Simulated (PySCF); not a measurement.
Assignment exercise: C₄H₁₂BN

Geometry:
| atom | x (Å) | y (Å) | z (Å) |
| --- | --- | --- | --- |
| B1 | -1.306 | 1.557 | -0.215 |
| N2 | -0.605 | 0.162 | 0.265 |
| C3 | -1.535 | -0.973 | 0.190 |
| C4 | 0.627 | -0.103 | -0.464 |
| C5 | 1.676 | -0.996 | 0.124 |
| C6 | 1.900 | 0.489 | 0.018 |
| H7 | -2.281 | 1.699 | 0.515 |
| H8 | -1.609 | 1.383 | -1.391 |
| H9 | -0.462 | 2.430 | -0.060 |
| H10 | -0.366 | 0.315 | 1.247 |
| H11 | -2.426 | -0.739 | 0.785 |
| H12 | -1.842 | -1.096 | -0.856 |
| H13 | -1.060 | -1.898 | 0.549 |
| H14 | 0.441 | -0.133 | -1.540 |
| H15 | 1.498 | -1.410 | 1.122 |
| H16 | 2.219 | -1.668 | -0.544 |
| H17 | 2.598 | 0.874 | -0.728 |
| H18 | 1.865 | 1.082 | 0.937 |

All values are calculated (PySCF 2.14.0 with density-fitted response routines): NMR shieldings at PBE0/pcSseg-1/GIAO, spin–spin couplings from B3LYP/pcJ-1 (spin–dipole term only in couplings to heteroatoms), structure optimised with PBE0-D3(BJ)/def2-SVP. No solvent model, single conformer, relativity neglected, one averaged value for each set of equivalent atoms.

Chemical shifts δ = σref − σ; ¹³C (σ = 184.41 ppm), ¹H (σ = 31.27 ppm) vs TMS, all at this level.

(1) Assign these signals to the numbered atoms. ¹³C{¹H} NMR (computed): δ 43.2 (CH3), 39.2 (CH), 9.3 (CH2), 6.8 (CH2).

(2) Assign these signals to the numbered atoms. ¹H NMR (400 MHz, computed): δ 2.47 (s, 3H), 2.10 (br, 3H), 1.94 (m, 1H), 1.06 (br s, 1H), 0.93 (m, 1H), 0.58 (m, 1H), 0.50 (m, 1H), 0.16 (m, 1H).

Answers

(1) 
| δ (ppm) | atoms | environment | reason |
| --- | --- | --- | --- |
| 43.2 | C3 | methyl carbon bonded to N | pulled downfield by the heteroatom |
| 39.2 | C4 | three-membered-ring carbon | deshielded by the electronegative neighbour |
| 9.3 | C6 | three-membered-ring carbon | – |
| 6.8 | C5 | three-membered-ring carbon | – |

(2) 
2.47 → H11/H12/H13, hydrogen on a methyl carbon bonded to N: its carbon carries N, hence the downfield position
2.10 → H7/H8/H9, hydrogen on a boron bonded to N
1.94 → H14, hydrogen on a three-membered-ring carbon
1.06 → H10, hydrogen on a donor nitrogen of a Lewis adduct: exchangeable; this is the value without hydrogen bonding to other molecules
0.93 → H17, hydrogen on a three-membered-ring carbon: cyclopropane-type protons are shielded by the ring
0.58 → H16, hydrogen on a three-membered-ring carbon
0.50 → H18, hydrogen on a three-membered-ring carbon
0.16 → H15, hydrogen on a three-membered-ring carbon

H16 and H18 lie closer than the usual error of such a calculation, so a measured spectrum could show them in the other order.

OH/NH shifts are gas-phase values; hydrogen bonding in solution moves them, usually downfield. Hydrogens on boron are broadened and split by ¹¹B (spin 3/2, 80 %) and 10B (spin 3). Splittings below 1 Hz are ignored in the labels, and close J values are merged. Unscaled 3J(H,H) at this level run about 10 % above measured values. Shifts are as computed. Against solution values, carbons near 30 ppm lie about +2 ppm off and those near 130 ppm about +5 ppm. Of 1211 compounds with measured shifts, 218 miss one by over three times the rms of a fit or turn the order of signals round; such compounds aren't used in these exercises. Couplings to exchangeable protons are dropped.
